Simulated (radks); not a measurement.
Coulomb parameter of the 4f shell of the holmium ion Ho3+ in the model configuration [Xe] 4f9 6p1, as a second difference U = [E(n + 1) + E(n - 1) - 2 E(n)] / (1)^2 with all orbitals relaxed. "Bare": the charge of the atom changes with n. "Screened": the 6p shell takes up the change at fixed total charge, which measures U(4f,4f) + U(6p,6p) - 2 U(4f,6p). Method: scalar-relativistic Kohn-Sham, SCAN, spin-unpolarised, spherical densities, finite nucleus; meta-GGA in the generalised Kohn-Sham scheme; Fermi nuclear charge, rms radius 5.2022 fm; computed with a radial shooting solver on a logarithmic mesh with Libxc functionals. Estimate both.

Answer. U(bare) = 20.713 eV, U(screened by 6p) = 9.769 eV, against the Slater integral F0(4f,4f) = 33.784 eV with frozen orbitals.
